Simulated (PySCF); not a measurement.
Compound: C8H11N3.
Numbering: `[CH3:1][CH2:2][CH2:3][CH2:4][n:5]1[cH:6][cH:7][c:8]([C:9]#[N:10])[n:11]1`

Cartesian coordinates in Å at the GFN2-xTB level; atoms count from 1:
```
atom  x, y, z in Å
C1    -2.964    0.506    0.932
C2    -1.755   -0.290    0.458
C3    -1.312    0.147   -0.937
C4    -0.111   -0.653   -1.451
N5     1.059   -0.408   -0.651
C6     1.570   -1.187    0.325
C7     2.653   -0.524    0.848
C8     2.711    0.677    0.107
C9     3.649    1.713    0.255
N10    4.431    2.538    0.407
N11    1.731    0.717   -0.792
H12   -3.267    0.185    1.925
H13   -3.803    0.365    0.253
H14   -2.729    1.567    0.970
H15   -2.006   -1.354    0.441
H16   -0.934   -0.151    1.165
H17   -1.042    1.205   -0.922
H18   -2.137    0.016   -1.639
H19   -0.326   -1.724   -1.428
H20    0.116   -0.350   -2.476
H21    1.146   -2.140    0.572
H22    3.309   -0.834    1.634
```

Definitions: NICS(0) = −σiso at the ring centroid; NICS(1) = −σiso and NICS(1)zz = −σzz at ±1 Å along the ring normal z. Level: GIAO PBE0/pcSseg-1 (PySCF, non-relativistic, gas phase) on the GFN2-xTB geometry, one conformer.

Ring bond lengths (Å), with Mayer bond orders in brackets: N5–C6 1.350 (1.14), C6–C7 1.373 (1.49), C7–C8 1.412 (1.24), C8–N11 1.331 (1.42), N11–N5 1.318 (1.24).

Question: Give the NICS values of each ring in ppm.

Answer: 
```
           ring                                                 type  NICS(0)  NICS(1), two faces  NICS(1)zz, two faces  rms pucker (Å)  centre to ring atoms, mean (Å)
N5–C6–C7–C8–N11  5-membered ring with 2 N; formal bonds all aromatic    -13.9       -12.0 / -12.1         -29.9 / -30.9            0.00                            1.15
```

Question: What can be read from them?

Answer: 
- N5–C6–C7–C8–N11: mean NICS(1)zz -30.4 ppm, shielded. For a flat ring without four-coordinate atoms the NICS criterion counts such a value as aromatic.

Question: What does the geometric index give? HOMA = 1 − mean of α(R − Ropt)² over the ring bonds, with Krygowski's 1993 parameters (CC: Ropt 1.388 Å, α 257.7 Å⁻²; CN: Ropt 1.334 Å, α 93.52 Å⁻²; NN: Ropt 1.309 Å, α 130.33 Å⁻²).

Answer: 
- N5–C6–C7–C8–N11: HOMA 0.95; the largest term is that of C7–C8, α(R − Ropt)² = 0.15. The geometric and the magnetic index point the same way.

Question: At the second NICS(1) probe listed for ring N5–C6–C7–C8–N11, 1 Å off the ring, how large is the induced field along the normal in 9.4 T applied along it?

Answer: NICSzz × B0 = -30.9 ppm × 9.4 T = -290 μT, against the applied field.

Question: What are the shieldings of the ring atoms and their hydrogens in the same run (means over atoms taken as equivalent)?

Answer: 
```json
{"atoms": "N5", "environment": "pyrrole-type nitrogen", "σ isotropic (ppm)": "22.5", "principal values of the symmetric part, first atom (ppm)": "-86.4, 23.0, 131.1"}
{"atoms": "C6", "environment": "aromatic CH next to a ring nitrogen", "σ isotropic (ppm)": "51.8", "principal values of the symmetric part, first atom (ppm)": "-24.4, 49.9, 130.0"}
{"atoms": "C7", "environment": "aromatic CH carbon", "σ isotropic (ppm)": "67.0", "principal values of the symmetric part, first atom (ppm)": "-7.1, 53.2, 154.8"}
{"atoms": "C8", "environment": "substituted aromatic carbon", "σ isotropic (ppm)": "56.1", "principal values of the symmetric part, first atom (ppm)": "-30.5, 68.8, 130.0"}
{"atoms": "N11", "environment": "pyridine-type nitrogen", "σ isotropic (ppm)": "-95.4", "principal values of the symmetric part, first atom (ppm)": "-361.8, -95.7, 171.4"}
{"atoms": "H21", "environment": "aromatic hydrogen", "σ isotropic (ppm)": "24.41", "principal values of the symmetric part, first atom (ppm)": "21.8, 24.0, 27.5"}
{"atoms": "H22", "environment": "aromatic hydrogen", "σ isotropic (ppm)": "24.94", "principal values of the symmetric part, first atom (ppm)": "22.6, 25.8, 26.4"}
```

Cost: about 3 min of CPU time on one thread (grids of density and orbitals included); the machine was shared, so the figure is rough. This is the whole shielding run at PBE0/pcSseg-1, SCF included.
